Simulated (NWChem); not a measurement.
Species: C₃H₇Cl; SMILES C(Cl)(C)C

Computed with NWChem. The level has its own optimisation; frequencies are unscaled. Brackets give each atom's bonded neighbours.

Q: Predict the results for Hartree-Fock/STO-3G. Quantities: r C–C (Å); r C–Cl (Å); r C–H [C(CCClH)–H(C)] (Å); highest harmonic frequency (cm⁻¹); lowest (cm⁻¹); zero-point energy (kcal/mol); dipole (D).

A: The r C–C (Å) is 1.542 and the r C–Cl (Å) is 1.830. The r C–H [C(CCClH)–H(C)] (Å) is 1.092, the highest harmonic frequency (cm⁻¹) is 3768 and the lowest (cm⁻¹) is 238. The zero-point energy (kcal/mol) is 70.8 and the dipole (D) comes out as 2.68.
